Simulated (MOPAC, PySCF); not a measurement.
C14H10S, SMILES `c12c(cccc2)c2c(cccc2)c(c1)S` (H–S–C–C torsion 128°), neutral singlet in the gas phase. 

Cartesian coordinates (Å):
SMILES: c1c2c(cc3c(c2ccc1)cccc3)S
```xyz
25

S     -2.2787     3.0141    -0.5290
C     -1.0887     1.7234    -0.2565
C      0.2232     2.0835    -0.1663
C      1.2628     1.1150    -0.0129
C      2.6131     1.5207     0.0663
C      3.6212     0.5958     0.2402
C      3.3002    -0.7683     0.3424
C      1.9848    -1.1845     0.2677
C      0.9323    -0.2622     0.0874
C     -0.4625    -0.6574    -0.0060
C     -0.8632    -2.0079     0.0783
C     -2.1870    -2.3809    -0.0432
C     -3.1719    -1.4077    -0.2680
C     -2.8135    -0.0775    -0.3487
C     -1.4702     0.3304    -0.2051
H     -3.1020     2.7087     0.5000
H      0.4948     3.1412    -0.1946
H      2.8455     2.5859    -0.0123
H      4.6626     0.9200     0.2992
H      4.0938    -1.5062     0.4813
H      1.7681    -2.2501     0.3487
H     -0.1136    -2.7830     0.2396
H     -2.4629    -3.4357     0.0260
H     -4.2177    -1.7001    -0.3865
H     -3.5703     0.6829    -0.5477
```
Charge 0, spin multiplicity 1.

All levels are single points at this geometry (PBE0-D4/def2-SVP); Pople sets use spherical d functions. Orbital energies aren't observables, and empty levels follow the basis.

| level | HOMO (eV) | LUMO (eV) | gap (eV) | dipole (D) | vertical IE, Delta-SCF (eV) |
|---|---|---|---|---|---|
| B3LYP-D3(BJ)/def2-SVP in PySCF | -5.94 | -1.47 | 4.47 | 1.33 | 7.55 |
| PBE0-D4/def2-SVP in PySCF | -6.21 | -1.39 | 4.81 | 1.44 | 7.71 |
| B3LYP/LANL2DZ in PySCF | -5.98 | -1.42 | 4.56 | 1.79 | – |
| BP86/6-31G* in PySCF | -5.20 | -2.00 | 3.20 | 1.65 | – |
| M06-2X/6-31G* in PySCF | -7.03 | -0.45 | 6.58 | 1.67 | – |
| SVWN5/6-31G* in PySCF | -5.26 | -2.10 | 3.16 | 1.66 | – |
| HF/3-21G in PySCF | -7.89 | 2.14 | 10.03 | 2.03 | – |
| PM6 in MOPAC | -8.68 | -0.84 | 7.83 | 1.71 | – |
| PM7 in MOPAC | -8.61 | -0.96 | 7.65 | 1.94 | – |
